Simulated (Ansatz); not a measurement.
`C[SiH2][SiH]([AlH2])Cl` + `N=C=CO` → `N=C=C[O][AlH2]` + `C[SiH2][SiH2]Cl`  (cleavage of the Al–Si bond)

Computed with Ansatz on PBE0-D4/def2-TZVP structures; ΔE is electronic, products minus reactants. CBS: MP2 limit from def2 TZ/QZ plus the TZ coupled-cluster correction, frozen cores. This one scheme is used for every species. DFT in def2-TZVPP. One conformer a species, not always the lowest.

CCSD(T)/CBS gives -138.4 kJ/mol.

(1) Another level gave -117.4 kJ/mol. Which?
A. ωB97M-V/def2-TZVPP
B. SCS-MP2/def2-TZVPP
C. PBE-D4/def2-TZVPP
D. CCSD(T)/def2-TZVPP

Largest T1 diagnostic among the species: 0.015.

Results:

(1) C. PBE-D4 -117.4, CCSD(T)/def2-TZVPP -139.4, SCS-MP2/def2-TZVPP -150.5, ωB97M-V -143.5 kJ/mol.

In def2-TZVPP, CCSD(T) changes the Hartree–Fock value by +16.5 kJ/mol (the triples alone add +2.4 kJ/mol) and MP2 by +7.5 kJ/mol. From PBE to PBE0 (25 % exact exchange), in def2-TZVPP and without D4, ΔE moves by −4.3 kJ/mol.
